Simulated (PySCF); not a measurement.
State search for YP

Unrestricted PBE0; PySCF, scalar-relativistic core potentials, basis sets Y def2-TZVPP with ECP28, P def2-TZVPP. Outer shells of the fragments: Y 4d1 5s2; P 3s2 3p3.

Followed along the bond (rough minima from three points):

```tsv
2Ms+1	unpaired	⟨S²⟩ at the start	R at minimum (Å)	Te (eV)
1	none	0.00	2.30	0.00
3	σ ↑, π ↑	2.01	2.43	0.26
1	σ ↓, π ↑	1.02	2.43	0.29
3	σ ↑↑	2.02	2.30	0.50
3	π ↑, δ ↑	2.02	2.49	1.26
3	π ↑↑	2.01	none in the scan	≤ 0.98
```

Solutions found at the starting distance of 2.530 Å, counted from the lowest of them; the search is not exhaustive and high or unbound solutions are not listed, so other states can lie among these:

```tsv
2Ms+1	unpaired	term	E (eV)	⟨S²⟩	⟨Lz²⟩	μ (D)
3	σ ↑, π ↑	³Π	0.00	2.01	1.09	-6.11
1	σ ↓, π ↑	mixed	0.03	1.02	1.06	-6.24
1	none	¹Σ⁺	0.08	0.00	0.00	-7.88
3	σ ↑↑	³Σ⁺	0.53	2.02	0.00	-6.05
3	π ↑↑	³Σ⁻	0.70	2.01	0.00	-2.01
3	π ↑, δ ↑	mixed	0.94	2.02	5.03	-7.74
1	π ↑, δ ↓	mixed	0.94	1.15	5.02	-7.08
1	π ↑↓	mixed	0.95	1.33	2.73	-2.34
1	π ↑, δ ↓	mixed	0.95	1.14	4.98	-7.09
5	σ ↑, π ↑↑, δ ↑	⁵Δ	1.09	6.01	4.01	-3.54
```

A term symbol is given only where ⟨S²⟩ and ⟨Lz²⟩ are close to those of a pure state; real π, δ and φ orbitals otherwise mix terms. A positive dipole means Y(−)P(+).

Compare the gap between the two lowest followed solutions at the starting distance with the gap between their minima.

At PBE0 the second solution (triplet, unpaired electrons σ ↑, π ↑) lies -0.08 eV from the first (singlet, closed shell) at 2.530 Å and +0.26 eV at the minima; the two curves relax by different amounts, since their minima lie near 2.43 and 2.30 Å.

Spin–orbit coupling is left out.
